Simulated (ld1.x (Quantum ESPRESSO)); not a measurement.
Pseudopotential generation for Sn (Z = 50): PAW, LDA (PZ), fully relativistic.

```
Element                 : Sn (Z = 50)
Generator               : ld1.x (Quantum ESPRESSO) 7.5
Type                    : PAW
Functional              : LDA (PZ)
Relativity              : fully relativistic
Frozen core             : [Kr] 4d10
Valence charge          : 4
Reference configuration : 5s2 5p2
Partial waves           : 5s (bound): rcut 1.90, rcutus 2.25 bohr; 5s channel at 1.05 Ry: rcut 1.90, rcutus 2.25 bohr; 5p (bound): rcut 2.50, rcutus 2.70 bohr; 5p channel at 1.85 Ry: rcut 2.50, rcutus 2.70 bohr; 5d channel at 0.1 Ry: rcut 2.85, rcutus 3.20 bohr; 5d channel at 1.7 Ry: rcut 2.85, rcutus 3.20 bohr
Local potential         : all-electron potential smoothed inside 2.60 bohr (lloc = -1)
Core correction         : a·sin(br)/r model core inside 2.30 bohr
Augmentation charge     : PSQ, inside the norm-conserving radii
```

Open shells are filled in proportion to 2j + 1 (rel_dist='average').

What the tests gave:

| Item | Value |
| --- | --- |
| Largest excitation error | -410 meV (all-electron minus pseudo) for 5s1 5p0, out of 7 test configurations |
| Density cutoff estimated by the generator | 71 Ry |

The ghost test of this file was not conclusive.

Generation and tests took about 3 s on one core of a shared server CPU.
